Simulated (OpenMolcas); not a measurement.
**Ag VIII: input and output**

Input:

```
&GATEWAY
Coord
1

Ag 0.0 0.0 0.0
Basis=ANO-R2
Group=XYZ
NoMove
AngMom=0.0 0.0 0.0
AMFI
&SEWARD
* reference wave functions (RASSCF and RASSI steps not shown): 4 electrons in 5 orbitals (4d)
>>> COPY JOB001 $Project.JobIph
&CASPT2
Multistate=5 1 2 3 4 5
Frozen=8 6
IPEA=0.25
Imaginary=0.1
MaxIter=60
WThr=0.0 0.3 0.05
PrWF=0.5
NoMix
>>> COPY JOB002 $Project.JobIph
&CASPT2
Multistate=45 1 2 3 4 5 6 7 8 9 10 11 12 13 14 15 16 17 18 19 20 21 22
23 24 25 26 27 28 29 30 31 32 33 34 35 36 37 38 39 40 41 42 43 44 45
Frozen=8 6
IPEA=0.25
Imaginary=0.1
MaxIter=60
WThr=0.0 0.3 0.05
PrWF=0.5
NoMix
>>> COPY JOB003 $Project.JobIph
&CASPT2
Multistate=50 1 2 3 4 5 6 7 8 9 10 11 12 13 14 15 16 17 18 19 20 21 22
23 24 25 26 27 28 29 30 31 32 33 34 35 36 37 38 39 40 41 42 43 44 45 46
47 48 49 50
Frozen=8 6
IPEA=0.25
Imaginary=0.1
MaxIter=60
WThr=0.0 0.3 0.05
PrWF=0.5
NoMix
```

Output, cut to the results:

```
--- CASPT2 ---
Orbital specifications:
      -----------------------

      Symmetry species                           1   2
                                                ag  au
      Frozen orbitals                            8   6
      Inactive orbitals                          1   3
      Active orbitals                            5   0
      Secondary orbitals                        22  20
      Deleted orbitals                           0   0
      Number of basis functions                 36  29
Type of calculation                        MS-CASPT2
      Fock operator                              state-specific
      IPEA shift                                 0.25
      Real shift                                 0.00
      Imaginary shift                            0.10
      The input orbitals will be transformed to quasi-canonical
Reference energy:       -5299.5895321552
      E2 (Non-variational):      -0.3328753088
      Shift correction:          -0.0000628601
      E2 (Variational):          -0.3329381689
      Total energy:           -5299.9224703240
      Residual norm:              0.0000008949
      Reference weight:           0.95847
      Contributions to the CASPT2 correlation energy
      Active & Virtual Only:         -0.0419603340
      One Inactive Excited:          -0.1730590744
      Two Inactive Excited:          -0.1178559004
Reference energy:       -5299.5895321552
      E2 (Non-variational):      -0.3328564417
      Shift correction:          -0.0000628334
      E2 (Variational):          -0.3329192750
      Total energy:           -5299.9224514302
      Residual norm:              0.0000009119
      Reference weight:           0.95848
      Contributions to the CASPT2 correlation energy
      Active & Virtual Only:         -0.0419603143
      One Inactive Excited:          -0.1730395350
      Two Inactive Excited:          -0.1178565924
::    CASPT2 Root  1     Total energy:  -5299.92247032
::    CASPT2 Root  2     Total energy:  -5299.92245143
::    CASPT2 Root  3     Total energy:  -5299.92245512
::    CASPT2 Root  4     Total energy:  -5299.92248125
::    CASPT2 Root  5     Total energy:  -5299.92245737
::    MS-CASPT2 Root  1     Total energy:  -5299.92249550
::    MS-CASPT2 Root  2     Total energy:  -5299.92249063
::    MS-CASPT2 Root  3     Total energy:  -5299.92245672
::    MS-CASPT2 Root  4     Total energy:  -5299.92244351
::    MS-CASPT2 Root  5     Total energy:  -5299.92242914
--- CASPT2 ---
Orbital specifications:
      -----------------------

      Symmetry species                           1   2
                                                ag  au
      Frozen orbitals                            8   6
      Inactive orbitals                          1   3
      Active orbitals                            5   0
      Secondary orbitals                        22  20
      Deleted orbitals                           0   0
      Number of basis functions                 36  29
Type of calculation                        MS-CASPT2
      Fock operator                              state-specific
      IPEA shift                                 0.25
      Real shift                                 0.00
      Imaginary shift                            0.10
      The input orbitals will be transformed to quasi-canonical
Reference energy:       -5299.4771405637
      E2 (Non-variational):      -0.3415765039
      Shift correction:          -0.0000661273
      E2 (Variational):          -0.3416426312
      Total energy:           -5299.8187831948
      Residual norm:              0.0000005167
      Reference weight:           0.95696
      Contributions to the CASPT2 correlation energy
      Active & Virtual Only:         -0.0423403269
      One Inactive Excited:          -0.1863791347
      Two Inactive Excited:          -0.1128570424
Reference energy:       -5299.4771405637
      E2 (Non-variational):      -0.3416344990
      Shift correction:          -0.0000662132
      E2 (Variational):          -0.3417007122
      Total energy:           -5299.8188412759
      Residual norm:              0.0000005169
      Reference weight:           0.95694
      Contributions to the CASPT2 correlation energy
      Active & Virtual Only:         -0.0423737343
      One Inactive Excited:          -0.1864335064
      Two Inactive Excited:          -0.1128272582
::    CASPT2 Root  1     Total energy:  -5299.81878319
::    CASPT2 Root  2     Total energy:  -5299.81884128
::    CASPT2 Root  3     Total energy:  -5299.81885268
::    CASPT2 Root  4     Total energy:  -5299.81886141
::    CASPT2 Root  5     Total energy:  -5299.81878958
::    CASPT2 Root  6     Total energy:  -5299.81876741
::    CASPT2 Root  7     Total energy:  -5299.81879518
::    CASPT2 Root  8     Total energy:  -5299.81880390
::    CASPT2 Root  9     Total energy:  -5299.81877682
::    CASPT2 Root 10     Total energy:  -5299.81874504
::    CASPT2 Root 11     Total energy:  -5299.81882367
::    CASPT2 Root 12     Total energy:  -5299.81162652
::    CASPT2 Root 13     Total energy:  -5299.81162690
::    CASPT2 Root 14     Total energy:  -5299.81162689
::    CASPT2 Root 15     Total energy:  -5299.80887079
::    CASPT2 Root 16     Total energy:  -5299.80855634
::    CASPT2 Root 17     Total energy:  -5299.80869301
::    CASPT2 Root 18     Total energy:  -5299.80877026
::    CASPT2 Root 19     Total energy:  -5299.80824251
::    CASPT2 Root 20     Total energy:  -5299.80858334
::    CASPT2 Root 21     Total energy:  -5299.80853488
::    CASPT2 Root 22     Total energy:  -5299.79865788
::    CASPT2 Root 23     Total energy:  -5299.79868669
::    CASPT2 Root 24     Total energy:  -5299.79886676
::    CASPT2 Root 25     Total energy:  -5299.79862316
::    CASPT2 Root 26     Total energy:  -5299.79872940
::    CASPT2 Root 27     Total energy:  -5299.79877032
::    CASPT2 Root 28     Total energy:  -5299.79880370
::    CASPT2 Root 29     Total energy:  -5299.79864943
...
```

Levels above the lowest, from the spin-orbit matrix with the single-state CASPT2 energies, averaged by term, on its diagonal:

```
Configuration   Term  J  E (eV)  Measured (eV)      g  Term weight %    Second
          4d4     5D  0  0.0000         0.0000                    92   7 3P(1)
          4d4     5D  1  0.1544         0.1661  1.500             96   4 3P(1)
          4d4     5D  2   0.377         0.3982  1.497             98          
          4d4     5D  3   0.627         0.6561  1.494             98          
          4d4     5D  4   0.889         0.9228  1.490             96   4 3F(1)
          4d4  3P(1)  0   2.695         2.6420                    84   9 1S(1)
          4d4     3H  4   2.986         2.8891  0.894             69     14 3G
          4d4  3P(1)  1   3.316         3.2888  1.465             93      4 3D
          4d4     3H  5   3.333         3.2546  1.058             85     15 3G
          4d4     3G  3   3.425                 0.917             51  46 3F(1)
          4d4  3F(1)  2   3.539         3.4779  0.697             92   5 1D(1)
          4d4     3H  6   3.570         3.4945  1.154             92      8 1I
          4d4  3F(1)  4   3.721                 1.108             53     24 3H
          4d4  3P(1)  2   4.026         3.9841  1.435             81     18 3D
          4d4  3F(1)  3   4.146                 0.930             52     46 3G
          4d4     3G  4   4.158         4.0540  1.084             60  20 3F(1)
          4d4     3G  5   4.417         4.3490  1.176             85     15 3H
          4d4     3D  3   4.690         4.5724  1.315             93      3 1F
          4d4     3D  2   4.844         4.7612  1.186             69  15 3P(1)
          4d4     3D  1   4.951         4.8591  0.540             96   3 3P(1)
          4d4     1I  6   5.041         4.9276  1.013             92      8 3H
          4d4  1G(1)  4   5.454         5.3442  1.028             74  13 3F(1)
          4d4  1S(1)  0   5.710                                   89   9 3P(1)
          4d4  1D(1)  2   6.175                 1.031             77      9 3D
```

Against the 18 measured excited levels shown (Atoms 5, 11 (2017), spectra Ag VII to Ag IX) the mean absolute deviation is 540 cm-1; the largest miss in energy is 4d4 3D3: computed 4.690, measured 4.5724 eV (+2.6 %), and the largest in proportion 4d4 5D1 (-7.1 %).

CASPT2 breaks the degeneracy within a term, and the mean is taken; among the terms shown or strongly mixed into the levels shown the widest spread is 260 cm-1 (4d4 1G(1)). Computed and measured levels are paired by configuration, term and J; levels that our copy of the source lacks, or whose pairing is in doubt (as where it misses far off the trend of its configuration), stay unpaired and out of the deviations. Only configurations of the active space appear. The table shows the lowest 24 of 34 levels.

The term weight is that of the spin-free term in the level, not the purity of its configuration. A number in round brackets counts repeated terms of one configuration in the order of the reference energies.
